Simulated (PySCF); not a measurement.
Input for PySCF: R-HF/STO-3G on C2H3FO (a complex), monomers drawn apart or pushed together.

```python
from pyscf import gto, scf, dft, mp
from pyscf.data.elements import chemcore

mol = gto.M(
    atom='''
    C     0.09766566    0.39493887    0.63919541
    O    -0.44639982   -0.17279041   -0.16476664
    C     0.03433475   -0.32516488    3.78717469
    F    -0.65826894   -1.05929141    2.82835280
    H     0.74125325   -0.98662353    4.28922872
    H     0.56370682    0.48623352    3.28770164
    H    -0.68263503    0.07507204    4.50486336
    ''',
    basis='sto-3g',
    charge=0, spin=0, verbose=3, max_memory=1800)
mf = scf.RHF(mol)
mf.conv_tol = 1e-8
mf.max_cycle = 100
mf.kernel()
if not mf.converged:
    mf = mf.newton().run(mf.mo_coeff, mf.mo_occ)
```

Problem. Give the final energy of this run.

Solution. -248.3928 hartree.
